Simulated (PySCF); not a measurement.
Constitutional and geometric isomers with formula C3H5N. All species are isolated molecules in the gas phase. One relaxed conformer stands for each flexible species; it need not be the lowest. Strings in code marks are SMILES.

Quantity: electronic energy of isomers of C3H5N relative to `CCC#N`, in kcal/mol.

Case: `N=C1CC1`. Geometry of `N=C1CC1` (neutral, multiplicity 1, Å):

```xyz
9

N      1.8081    -0.0117     0.5565
C      0.6093     0.0300     0.1941
C     -0.6036    -0.6169    -0.3063
C     -0.5421     0.8948     0.0062
H      2.1682    -0.9653     0.4826
H     -0.6451    -0.9142    -1.3490
H     -1.1753    -1.2474     0.3668
H     -1.0749     1.2488     0.8825
H     -0.5446     1.5820    -0.8334
```

Question: Estimate the electronic energy of isomers of C3H5N relative to `CCC#N` that BP86/6-31G* // PBE0-D4/def2-TZVP (PySCF) returns for this input.

Answer: 35.7 kcal/mol.
